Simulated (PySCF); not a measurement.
sulfur hexafluoride (F6S), singlet, at a GFN2-xTB geometry; CCSD(T)/STO-3G in PySCF.

PySCF was given this input:
```python
from pyscf import gto, scf, cc

mol = gto.Mole()
mol.atom = '''
    F     0.60583172   -0.46165382   -1.39611638
    S     0.00000000    0.00000000    0.00000000
    F     1.29819968   -0.54124302    0.74231451
    F    -0.69061044   -1.42240255    0.17066190
    F    -1.29819968    0.54124302   -0.74231451
    F     0.69061044    1.42240255   -0.17066190
    F    -0.60583172    0.46165382    1.39611638
'''
mol.basis = 'sto-3g'
mol.verbose = 5
mol.build()

mf = scf.RHF(mol)
mf.kernel()

mycc = cc.CCSD(mf, frozen=11)
mycc.kernel()
et = mycc.ccsd_t()
print('E(CCSD(T)) = %.10f' % (mycc.e_tot + et))
mf.analyze()
```

Question: Write the output that PySCF gives for this input, abridged.

Answer: 
```
PySCF version 2.14.0

[INPUT] verbose = 5
[INPUT] max_memory = 4000
[INPUT] num. atoms = 7
[INPUT] num. electrons = 70
[INPUT] charge = 0
[INPUT] spin (= nelec alpha-beta = 2S) = 0
[INPUT] symmetry False subgroup None
[INPUT] Mole.unit = angstrom
[INPUT] Symbol           X                Y                Z      unit          X                Y                Z       unit  Magmom
[...]
[INPUT] ---------------- BASIS SET ----------------
[INPUT] l, kappa, [nprim/nctr], expnt,             c_1 c_2 ...
[INPUT] F
[...]
                                30.360812         0.53532814
                                8.2168207         0.44463454
[...]
                                1.5022812         0.39951283
                                0.4885885         0.70011547
[...]
                                1.5022812         0.60768372
                                0.4885885         0.39195739
[INPUT] S
[...]
                                97.1095183        0.5353281423
                                26.28162542       0.4446345422
[...]
                                7.745117521       0.3995128261
                                2.518952599       0.7001154689
[...]
                                0.5661400518      0.2255954336
                                0.2215833792      0.900398426
[...]
                                7.745117521       0.6076837186
                                2.518952599       0.3919573931
[...]
                                0.5661400518      0.5951670053
                                0.2215833792      0.462001012

nuclear repulsion = 556.605173118037
number of shells = 23
number of NR pGTOs = 117
number of NR cGTOs = 39
basis = sto-3g
ecp = {}

******** <class 'pyscf.scf.hf.RHF'> ********
method = RHF
initial guess = minao
damping factor = 0
level_shift factor = 0
DIIS = <class 'pyscf.scf.diis.CDIIS'>
diis_start_cycle = 1
diis_space = 8
diis_damp = 0
SCF conv_tol = 1e-09
SCF conv_tol_grad = None
SCF max_cycles = 50
direct_scf = True
direct_scf_tol = 1e-13
Set gradient conv threshold to 3.16228e-05
Initial guess from minao.
E1 = -2467.278481277133  E2 = 928.1913043721398  Ecoul = 1013.3637176730027  Exc = -85.1724133008629
init E= -982.482003786956
cond(S) = 5.041837920227709
[...]
  mo_energy =
[-9.10944284e+01 -2.64329643e+01 -2.64327030e+01 -2.64327030e+01
 -2.64327030e+01 -2.64318185e+01 -2.64318185e+01 -8.98083010e+00
 -6.59487005e+00 -6.59487005e+00 -6.59487005e+00 -2.21740535e+00
 -1.95309351e+00 -1.95309351e+00 -1.95309350e+00 -1.81158719e+00
 -1.81158719e+00 -1.19221838e+00 -9.92128157e-01 -9.92128157e-01
 -9.92128156e-01 -8.01960045e-01 -8.01960044e-01 -8.01960042e-01
 -7.31991683e-01 -7.31991682e-01 -7.22247916e-01 -7.22247915e-01
 -7.22247915e-01 -7.07714367e-01 -7.07714367e-01 -7.07714366e-01
 -6.77674659e-01 -6.77674659e-01 -6.77674659e-01 -1.88314745e-02
  2.49000869e-01  2.49000874e-01  2.49000882e-01]
E1 = -2476.1902667865606  E2 = 939.0079593633728  Ecoul = 1026.4670068453124  Exc = -87.45904748193959
cycle= 1 E= -980.577134305151  delta_E=  1.9  |g|= 0.952  |ddm|= 3.61
[...]
  mo_energy =
[-92.05894062 -25.84144569 -25.84136382 -25.84136382 -25.84136381
 -25.84090087 -25.84090087  -9.77267653  -7.41306018  -7.41306018
  -7.41306018  -1.79809148  -1.60976806  -1.60976805  -1.60976805
  -1.50719048  -1.50719047  -0.99568331  -0.817586    -0.817586
  -0.817586    -0.55996058  -0.55996058  -0.55996058  -0.51011267
  -0.51011267  -0.51011266  -0.49167213  -0.49167213  -0.49167213
  -0.47762775  -0.47762775  -0.47762775  -0.47271752  -0.47271751
   0.20850294   0.31311234   0.31311235   0.31311235]
E1 = -2482.3908310249353  E2 = 944.877695759068  Ecoul = 1031.7221542379777  Exc = -86.8444584789097
cycle= 2 E= -980.90796214783  delta_E= -0.331  |g|= 0.182  |ddm|= 1.75
[...]
  mo_energy =
[-91.47771528 -25.92024263 -25.92016904 -25.92016904 -25.92016904
 -25.91973185 -25.91973185  -9.29148006  -6.92758748  -6.92758748
  -6.92758748  -1.70890027  -1.56493922  -1.56493922  -1.56493921
  -1.49456573  -1.49456573  -0.95878107  -0.76159956  -0.76159956
  -0.76159956  -0.56480017  -0.56480017  -0.56480017  -0.51816064
  -0.51816064  -0.51816064  -0.4883842   -0.4883842   -0.4883842
  -0.48697069  -0.48697069  -0.48697069  -0.42220652  -0.42220652
   0.31522434   0.44392116   0.44392117   0.44392117]
E1 = -2481.6839469574206  E2 = 944.1601182417076  Ecoul = 1031.085445549709  Exc = -86.92532730800144
cycle= 3 E= -980.918655597676  delta_E= -0.0107  |g|= 0.0321  |ddm|= 0.246
[...]
  mo_energy =
[-91.46461485 -25.92238895 -25.92231416 -25.92231416 -25.92231415
 -25.92187926 -25.92187926  -9.27657057  -6.91235098  -6.91235098
  -6.91235098  -1.70602014  -1.56353201  -1.56353201  -1.563532
  -1.4941271   -1.4941271   -0.95950811  -0.75918434  -0.75918434
  -0.75918434  -0.56674796  -0.56674796  -0.56674796  -0.51979222
  -0.51979222  -0.51979222  -0.4889903   -0.4889903   -0.4889903
  -0.48893796  -0.48893795  -0.48893795  -0.41457459  -0.41457459
   0.32516963   0.45366355   0.45366356   0.45366356]
E1 = -2481.7628741911362  E2 = 944.2382535434987  Ecoul = 1031.1684447050488  Exc = -86.93019116155017
cycle= 4 E= -980.919447529601  delta_E= -0.000792  |g|= 0.00298  |ddm|= 0.0996
[...]
  mo_energy =
[-91.4625672  -25.92179757 -25.92172225 -25.92172225 -25.92172225
 -25.92128711 -25.9212871   -9.27572334  -6.91149081  -6.91149081
  -6.91149081  -1.7057005   -1.56327998  -1.56327997  -1.56327997
  -1.49385713  -1.49385713  -0.95860805  -0.75829817  -0.75829816
  -0.75829816  -0.56676456  -0.56676456  -0.56676456  -0.51977449
  -0.51977449  -0.51977449  -0.48900393  -0.48900393  -0.48900393
  -0.48872067  -0.48872067  -0.48872067  -0.41399104  -0.41399103
   0.32483777   0.45297131   0.45297131   0.45297132]
E1 = -2481.7659516990884  E2 = 944.2413242969234  Ecoul = 1031.1722390315376  Exc = -86.93091473461425
cycle= 5 E= -980.919454284128  delta_E= -6.75e-06  |g|= 0.000193  |ddm|= 0.00954
[...]
  mo_energy =
[...]
converged SCF energy = -980.919454302437
E(CCSD) = -981.0920048634035  E_corr = -0.1725505609664021
E(CCSD(T)) = -981.1008017030
Total Energy =                        -980.919454302437089
[...]
4 F 2py          0.37328   0.01167  -0.14337   0.44776  -0.00028
4 F 2pz          0.32409   0.08673  -0.43913  -0.05192   0.00020
5 F 1s          -0.00000  -0.00000   0.00000   0.00000  -0.00000
5 F 2s           0.00000   0.00000  -0.00000  -0.00000   0.00000
5 F 2px          0.21023  -0.36340   0.00168   0.40828   0.19016
5 F 2py         -0.14078   0.13881  -0.00073  -0.17027  -0.14501
5 F 2pz         -0.32262  -0.31359   0.00076   0.23305  -0.43910
6 F 1s           0.00000   0.00000  -0.00000   0.00000   0.00000
6 F 2s           0.00000   0.00000   0.00000  -0.00000  -0.00000
6 F 2px         -0.18054   0.40812  -0.40806   0.00177   0.21727
6 F 2py         -0.23250  -0.15049   0.17033  -0.00034   0.44713
6 F 2pz         -0.00146   0.22686  -0.23340   0.00088  -0.05357
               #31       #32       #33       #34       #35
0 F 1s           0.00003  -0.00013  -0.00009  -0.00042  -0.00053
0 F 2s           0.00956  -0.04300  -0.02876  -0.03267  -0.04103
0 F 2px          0.36509  -0.16375   0.13448  -0.13645  -0.17133
0 F 2py         -0.17809  -0.15890   0.35501   0.10398   0.13055
0 F 2pz          0.14846   0.29117   0.14806   0.31444   0.39482
1 S 1s           0.00000   0.00000  -0.00000   0.00000  -0.00000
1 S 2s           0.00000  -0.00000   0.00000  -0.00000   0.00000
1 S 3s           0.00000   0.00000  -0.00000   0.00000  -0.00000
1 S 2px          0.00362  -0.00190   0.00110   0.00000  -0.00000
1 S 2py         -0.00179  -0.00131   0.00361  -0.00000   0.00000
1 S 2pz          0.00128   0.00355   0.00192   0.00000   0.00000
1 S 3px         -0.10321   0.05429  -0.03135   0.00000   0.00000
1 S 3py          0.05089   0.03729  -0.10297   0.00000  -0.00000
1 S 3pz         -0.03661  -0.10122  -0.05475  -0.00000  -0.00000
2 F 1s           0.00015   0.00002   0.00002   0.00067  -0.00010
2 F 2s           0.05169   0.00680   0.00701   0.05187  -0.00778
2 F 2px          0.28967  -0.20666   0.10185   0.46414  -0.06965
2 F 2py         -0.14911  -0.12995   0.37601  -0.19351   0.02904
2 F 2pz          0.08484   0.35881   0.19104   0.26539  -0.03983
3 F 1s           0.00001   0.00009  -0.00013  -0.00025   0.00063
3 F 2s           0.00201   0.02953  -0.04349  -0.01919   0.04881
3 F 2px          0.37393  -0.17071   0.07610   0.09137  -0.23236
3 F 2py         -0.18000  -0.08281   0.29525   0.18818  -0.47857
3 F 2pz          0.13162   0.35882   0.20657  -0.02258   0.05742
4 F 1s          -0.00015  -0.00002  -0.00002   0.00067  -0.00010
4 F 2s          -0.05169  -0.00680  -0.00701   0.05187  -0.00778
4 F 2px          0.28967  -0.20666   0.10185  -0.46414   0.06965
4 F 2py         -0.14911  -0.12995   0.37601   0.19351  -0.02904
4 F 2pz          0.08484   0.35881   0.19104  -0.26539   0.03983
5 F 1s          -0.00001  -0.00009   0.00013  -0.00025   0.00063
5 F 2s          -0.00201  -0.02953   0.04349  -0.01919   0.04881
5 F 2px          0.37393  -0.17071   0.07610  -0.09137   0.23236
5 F 2py         -0.18000  -0.08281   0.29525  -0.18818   0.47857
5 F 2pz          0.13162   0.35882   0.20657   0.02258  -0.05742
6 F 1s          -0.00003   0.00013   0.00009  -0.00042  -0.00053
6 F 2s          -0.00956   0.04300   0.02876  -0.03267  -0.04103
6 F 2px          0.36509  -0.16375   0.13448   0.13645   0.17133
6 F 2py         -0.17809  -0.15890   0.35501  -0.10398  -0.13055
6 F 2pz          0.14846   0.29117   0.14806  -0.31444  -0.39482
               #36       #37       #38       #39
0 F 1s           0.00185  -0.00141  -0.00268   0.00037
0 F 2s          -0.08142   0.06978   0.13216  -0.01803
0 F 2px          0.12436  -0.13021  -0.13461  -0.06873
0 F 2py         -0.09476  -0.02498   0.16459   0.02624
0 F 2pz         -0.28658   0.18785   0.33428  -0.09949
1 S 1s           0.00145   0.00000  -0.00000  -0.00000
1 S 2s          -0.01466  -0.00000   0.00000  -0.00000
1 S 3s           0.56619   0.00000  -0.00000   0.00000
1 S 2px          0.00000  -0.00449   0.00751  -0.01348
1 S 2py          0.00000  -0.01434   0.00315   0.00653
1 S 2pz         -0.00000  -0.00569  -0.01385  -0.00582
1 S 3px         -0.00000   0.19853  -0.33167   0.59559
1 S 3py         -0.00000   0.63358  -0.13917  -0.28870
1 S 3pz          0.00000   0.25160   0.61219   0.25704
2 F 1s           0.00185   0.00027   0.00027   0.00303
2 F 2s          -0.08142  -0.01354  -0.01322  -0.14934
2 F 2px          0.26648   0.00966   0.09260   0.35879
2 F 2py         -0.11110  -0.11739   0.00530  -0.14319
2 F 2pz          0.15237  -0.01633  -0.07394   0.21837
3 F 1s           0.00185  -0.00269   0.00144   0.00012
3 F 2s          -0.08142   0.13269  -0.07085  -0.00576
3 F 2px         -0.14176   0.18272  -0.06186  -0.10354
3 F 2py         -0.29197   0.34079  -0.21348   0.02655
3 F 2pz          0.03503  -0.09273  -0.06862  -0.03838
4 F 1s           0.00185  -0.00027  -0.00027  -0.00303
4 F 2s          -0.08142   0.01354   0.01322   0.14934
4 F 2px         -0.26648   0.00966   0.09260   0.35879
4 F 2py          0.11110  -0.11739   0.00530  -0.14319
4 F 2pz         -0.15237  -0.01633  -0.07394   0.21837
5 F 1s           0.00185   0.00269  -0.00144  -0.00012
5 F 2s          -0.08142  -0.13269   0.07085   0.00576
5 F 2px          0.14176   0.18272  -0.06186  -0.10354
5 F 2py          0.29197   0.34079  -0.21348   0.02655
5 F 2pz         -0.03503  -0.09273  -0.06862  -0.03838
6 F 1s           0.00185   0.00141   0.00268  -0.00037
6 F 2s          -0.08142  -0.06978  -0.13216   0.01803
6 F 2px         -0.12436  -0.13021  -0.13461  -0.06873
6 F 2py          0.09476  -0.02498   0.16459   0.02624
6 F 2pz          0.28658   0.18785   0.33428  -0.09949
 ** Mulliken pop on meta-lowdin orthogonal AOs  **
 ** Mulliken pop  **
[...]
 ** Mulliken atomic charges  **
charge of    0F =     -0.27800
charge of    1S =      1.66798
charge of    2F =     -0.27800
charge of    3F =     -0.27800
charge of    4F =     -0.27800
charge of    5F =     -0.27800
charge of    6F =     -0.27800
Dipole moment(X, Y, Z, Debye):  0.00000,  0.00000, -0.00000
```
